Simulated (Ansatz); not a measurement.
Molecule: SF, charge 0, multiplicity 2. SMILES: F[S]
Geometry: optimised at B3LYP-D3(BJ)/def2-TZVP (Ansatz, a quantum-chemistry and plane-wave program).

Property: atomisation energy (electronic, to ground-state atoms), in kJ/mol. Correlated levels leave the core frozen unless marked. Open shells are spin-unrestricted. No spin-orbit coupling. No relativistic terms. The coupled-cluster limit lacks core correlation, which all-electron functionals hold. Basis-set limits of correlation are two-point, X^-3; Hartree-Fock from the larger set (for Q and 5 zeta extrapolated as (X+1)exp(-9√X)).

```json
[
 {"level": "HF/STO-3G", "program": "Ansatz", "atomisation energy (kJ/mol)": "83.1"},
 {"level": "BLYP-D4/def2-TZVPD", "program": "Ansatz + dftd4", "atomisation energy (kJ/mol)": "383.2"},
 {"level": "BHLYP-D4/def2-TZVPD", "program": "Ansatz + dftd4", "atomisation energy (kJ/mol)": "308.2"},
 {"level": "r2SCANh-D4/def2-TZVPD", "program": "Ansatz + dftd4", "atomisation energy (kJ/mol)": "348.5"},
 {"level": "RPA@PBE/cc-pV(Q+d)Z", "program": "Ansatz", "atomisation energy (kJ/mol)": "310.4"},
 {"level": "RI-MP2/def2-QZVPPD", "program": "Ansatz", "atomisation energy (kJ/mol)": "366.8"},
 {"level": "SCS-MP2/def2-SVP", "program": "Ansatz", "atomisation energy (kJ/mol)": "285.2"}
]
```

Problem. What does CCSD(T)/CBS(cc-pV(Q+d)Z,cc-pV(5+d)Z) (Ansatz) give?

Solution. 354.4 kJ/mol
